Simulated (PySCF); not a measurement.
**Exercise with solution: refractive index and permittivity of the vapour**

TaF4Br, SMILES [F][Ta]([F])([F])([F])[Br], multiplicity 1.

Geometry optimised at PBE0-D3(BJ)/def2-SVP. The spin state was assumed, not searched. The structure was generated by enumeration; whether it is a known compound was not checked. The def2 effective core potentials stand for the cores of Ta; spin–orbit coupling is left out.

PySCF with CAM-B3LYP/def2-TZVP gives a mean static polarisability of 56.3 bohr³ and a dipole moment of 1.72 D. Take an ideal gas at 298.15 K and 0.01 bar, whether or not the substance is that volatile.

Problem. Work out n − 1 in the optical limit and the static ε − 1.

Solution. 
Polarisability volume α' = 56.3 × 0.148185 = 8.34 Å³. Number density N = p/kT = 2.43e-7 Å⁻³.
Dilute limit of Lorentz–Lorenz: n − 1 = 2π N α' = 1.3e-5.
Orientation term of Debye: μ²/(3kT) = 8.098 Å³ × μ²(D²) = 23.96 Å³.
ε − 1 = 4π N (α' + μ²/3kT) = 9.9e-5. Orientation of the dipole supplies 74 % of the static response; it can't follow optical fields. Vibrational polarisation and dispersion are left out.
